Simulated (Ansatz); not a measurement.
Relative stability

Two relaxed structures of CH₂ClZn (charge -1), singlet (PBE0-D4/def2-TZVPD; forces vanish, vibrations not checked).

A:

```
5
angstrom
Cl -0.8350 -1.0439 1.7204
C 0.2775 -0.2141 0.7324
Zn -0.1579 0.5860 -1.1610
H 1.2517 -0.6986 0.9203
H -1.1627 -0.6755 3.1995
```

B:

```xyz
5
angstrom
Cl -1.2436 -0.8915 2.8349
C 0.3551 -0.0650 -0.7895
Zn -0.2766 -0.2622 0.9515
H 1.4477 -0.1377 -0.8711
H 0.0041 0.8507 -1.2834
```

Ansatz 0.2.0; basis: def2-TZVPPD; cores frozen in the correlated methods. The 3s and 3p shells of Cu and Zn are frozen; filled d shells are correlated. B3LYP uses VWN-RPA correlation.

Q: Which structure is lower at CCSD(T), and by how much? (An estimate is asked for; the value comes from the calculation.)

A: By the calculation: B, by 120.61 kcal/mol (electronic energy, against the other). By their contacts, A is CH₂ClZn ([ClH][CH][Zn]), total charge -1 and B is CH₂ClZn ([CH2][Zn][Cl]), total charge -1.

All methods give the same order:

```csv
method,E(B) − E(A) (kcal/mol)
PBE-D4,-107.70
r2SCAN-D4,-117.10
PBE0-D4,-117.11
B3LYP-D4,-114.48
wB97M-V,-126.13
HF,-136.62
MP2,-128.40
CCSD,-125.12
CCSD(T),-120.61
```

T1 diagnostic: at most 0.027. The restricted Hartree–Fock reference is unstable towards an unrestricted one at one or more of these structures.

Labels in which every atom is bracketed show which atoms are joined, not bond orders.

For scale, one of the runs: CCSD(T)/def2-TZVPPD, 189 basis functions, launched by `ansatz run in.yaml --threads 2 --pin off --events-out ev --progress --plain --max-ram 4352MiB`. Hardware: 2 CPU threads of an Arm Neoverse V1, shared host. Wall time 81 s; peak host memory 1.9 GiB.
